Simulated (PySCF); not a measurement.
Cl₂GeH₄OSi, SMILES Cl[Si](O)([GeH3])Cl. Atoms are numbered in the order given.

```xyz
9

O      0.7859     1.9517     0.0000
Si     0.5273     0.3238     0.0000
Cl     1.4186    -0.5342    -1.6517
Cl     1.4186    -0.5342     1.6517
Ge    -1.7747    -0.1126     0.0000
H      1.6954     2.2726     0.0000
H     -2.4171     0.4896     1.2556
H     -1.9739    -1.6333     0.0000
H     -2.4171     0.4896    -1.2556
```

The structure is a stationary point at ωB97X-D3(BJ)/def2-SVP. The structure was generated by enumeration, and PubChem lists no compound with its InChIKey, so it may never have been made. The values are those of a single conformer.

Vertical ionisation energy (IE) and electron affinity (EA) in eV. Rows of orbital energies are one-electron estimates. Where ΔSCF, EOM or ADC give a negative EA the extra electron is unbound and the value depends on the basis.

```csv
level,IE,EA
"−ε(HOMO), −ε(LUMO), HF/def2-TZVP (PySCF)",11.29,-3.07
"−ε(HOMO), −ε(LUMO), PBE/def2-TZVP (PySCF)",[?],[?]
```

What belongs in the gaps? (Estimate from the structure and the level; the computed values follow.)


- −ε(HOMO), −ε(LUMO), PBE/def2-TZVP (PySCF), IE: 7.33
- −ε(HOMO), −ε(LUMO), PBE/def2-TZVP (PySCF), EA: 1.02
